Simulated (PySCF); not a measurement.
## Calculated NMR data

Averaged over atoms made equivalent by symmetry, fast rotation or ring inversion, non-relativistic Hamiltonian, single conformer, no solvent. Geometry from GFN2-xTB; shielding tensors at PBE0/pcSseg-1 (GIAO); PySCF.

δ = σ(ref) − σ, references computed at the same level: TMS for ¹H (31.72 ppm) and ¹³C (186.93 ppm). Where no couplings were computed, multiplicities follow the n + 1 count of equivalent neighbours, and m marks all less simple cases (inequivalent or close neighbours, rings, F or P nearby). Shifts are as computed. Against solution values, carbons near 30 ppm lie about +3 ppm off and those near 130 ppm about +5 ppm. Of 1211 compounds with measured shifts, 218 miss one by over three times the rms of a fit or turn the order of signals round; such compounds aren't used in these exercises.

Compound 1 (C₆H₁₀). ¹H NMR (500 MHz, computed): δ 1.60 (m, 2H), 1.26 (m, 2H), 1.15 (m, 1H), 1.05 (t, 3H), 0.44 (m, 1H), 0.19 (m, 1H). ¹³C{¹H} NMR (computed): δ 46.7, 28.2, 27.3, 16.8, 4.8. Structure: `CC[C@@H]1[C@H]2C[C@@H]12`.

Compound 2 (C₇H₇N₃). ¹H NMR (500 MHz, computed): δ 8.26 (m, 1H), 7.92 (d, 1H), 7.40 (m, 1H), 7.00 (d, 1H), 3.08 (s, 3H). ¹³C{¹H} NMR (computed): δ 141.0, 140.9, 129.5, 129.3, 121.0, 117.6, 20.9. Structure: SMILES Cc1cccc2cnnn12.
